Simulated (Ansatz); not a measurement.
Gas-phase electronic energies from Ansatz, PBE0-D4/def2-TZVP geometries. CCSD(T)/CBS is the MP2 limit (def2-TZVPP, def2-QZVPP) plus CCSD(T) − MP2 in def2-TZVPP, frozen cores. This one scheme is used for every species. Functionals use def2-TZVPP. B3LYP here is the variant with VWN-RPA as its local correlation; programs differ in this. Each species was taken in one conformer, which may not be the lowest.

Consider the silylene formation by 1,1-elimination: `CO[Si](N)(O)F` → `CO[Si]F` + `NO`.

```tsv
level	ΔE (kcal/mol)	difference from CCSD(T)/CBS
B3LYP-D4	129.1	-6.0
BHLYP-D4	138.2	3.1
ωB97X-V	132.5	-2.6
ωB97M-V	130.6	-4.5
B2PLYP	131.2	-3.9
revPBE	116.2	-18.9
PBE0	129.9	-5.2
B3LYP	125.3	-9.8
CAM-B3LYP	130.9	-4.2
RPA@PBE/def2-TZVPP	124.5	-10.6
CCSD(T)/CBS	135.1	0
```

Largest T1 diagnostic among the species: 0.014.

At CCSD(T), def2-SVP lies −12.8 kcal/mol from the extrapolated value and def2-TZVPP −2.1 kcal/mol. From r2SCAN to r2SCAN0 (25 % exact exchange), in def2-TZVPP and without D4, ΔE moves by +4.1 kcal/mol.

CCSD(T)/CBS has its own doubt, a few kJ/mol and more with outer-core shells, so smaller differences from it don't rank the levels.
